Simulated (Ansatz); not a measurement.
Basis-set extrapolation for C3H9AlS (PBE0-D4/def2-TZVP geometry, frozen core, the Gaussian-basis code of Ansatz). Multiplicity 1, RHF reference.

```json
{"": "HF", "def2-TZVPP": "-758.343524", "def2-QZVPP": "-758.367579"}
{"": "MP2 correlation", "def2-TZVPP": "-0.795331", "def2-QZVPP": "-0.850588"}
{"": "CCSD(T) correlation", "def2-TZVPP": "-0.893416", "def2-QZVPP": "not run"}
```

Energies in hartree. Use E(X) = E(∞) + A·exp(−7.88·√X) for Hartree–Fock and E(X) = E(∞) + B·X^(−2.97) for correlation, with X = 3 and 4, and add CCSD(T) minus MP2 of the smaller set to the MP2 limit.

Problem. What is the CCSD(T) energy at the basis-set limit?

Solution. HF limit: -758.367579 + (-0.024055) × 0.13774 = -758.37089. MP2 limit: -0.850588 + (-0.055257) × 0.74074 = -0.89152. Higher-order term: -0.893416 − (-0.795331) = -0.09808. Total: -759.36049 hartree, 3.36 eV below CCSD(T)/def2-TZVPP.
